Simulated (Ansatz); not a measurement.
Basis-set extrapolation for `BB(N)C[SiH3]` (PBE0-D4/def2-TZVP geometry, frozen core, Ansatz 0.2.0). Multiplicity 1, RHF reference.

|  | def2-TZVPP | def2-QZVPP |
| --- | --- | --- |
| HF | -435.944772 | -435.960896 |
| MP2 correlation | -0.716629 | -0.764451 |
| CCSD(T) correlation | -0.809292 | not run |

Energies in hartree. Use E(X) = E(∞) + A·exp(−7.88·√X) for Hartree–Fock and E(X) = E(∞) + B·X^(−2.97) for correlation, with X = 3 and 4, and add CCSD(T) minus MP2 of the smaller set to the MP2 limit.

Problem. What is the CCSD(T) energy at the basis-set limit?

Solution. HF limit: -435.960896 + (-0.016124) × 0.13774 = -435.96312. MP2 limit: -0.764451 + (-0.047822) × 0.74074 = -0.79987. Higher-order term: -0.809292 − (-0.716629) = -0.09266. Total: -436.85565 hartree, 63.7 kcal/mol below CCSD(T)/def2-TZVPP.
